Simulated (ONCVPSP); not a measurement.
# selenium (Se): one change to an ONCV potential, before and after

Se (Z = 34), optimised norm-conserving Vanderbilt (ONCV), made with ONCVPSP 4.0.1 (LDA (Perdew-Wang 92), scalar-relativistic). Core [Ar] 3d10, reference 4s2 4p2 (charge +2). Waves: 4s: rc 1.55 bohr, ncon 3, nbas 7, qcut 4.3 1/bohr, 1 projector; 4p: rc 1.25 bohr, ncon 3, nbas 7, qcut 6.5 1/bohr, local. Local part: the p channel. Core correction: Teter function, fcfact 3.75, rcfact 1.25.

Change: all radii but the core radius scaled by about 1.15 (s 1.78, p 1.44 bohr).

Cutoffs: the cutoffs (Ha) at which the residual kinetic energy of the hardest occupied pseudo-wave falls to 1 and 0.1 mHa per electron; they do not see the model core or the augmentation charge, which bear on the density cutoff. Errors are all-electron minus pseudo energies relative to the spin-unpolarised reference configuration.

How do hardness, ghosts and transferability respond?

The potential gets softer (24 Ha and 118 Ha → 12 Ha and 40 Ha); of the 4 tests that both files solve, the error grows in 1 and shrinks in 0 by more than 15 % and 0.3 meV (median size 5.8 → 14.6 meV); neither file shows a bound ghost. A larger radius leaves more room for a smooth pseudo-wave, so fewer plane waves are needed.

```tsv
quantity	base	changed
cutoff, loose	24 Ha	12 Ha
cutoff, tight	118 Ha	40 Ha
loose cutoff by channel	s 17 Ha, p 24 Ha	s 9.3 Ha, p 12 Ha
bound ghosts	none	none
GHOST(+) flags under 300 eV	none	none
error for 4s2 4p4, meV [ΔE -31.56 eV]	+20	+20
error for 4s2 4p3, meV [ΔE -20.55 eV]	+8.4	+8.7
error for 4s2 4p1, meV [ΔE 31.15 eV]	-3.0	+3.4
error for 4s2 4p0, meV [ΔE 73.72 eV]	-3.1	+33
rms error of d²Exc/dni dnj with the model core, mHa	4.15	3.96
```
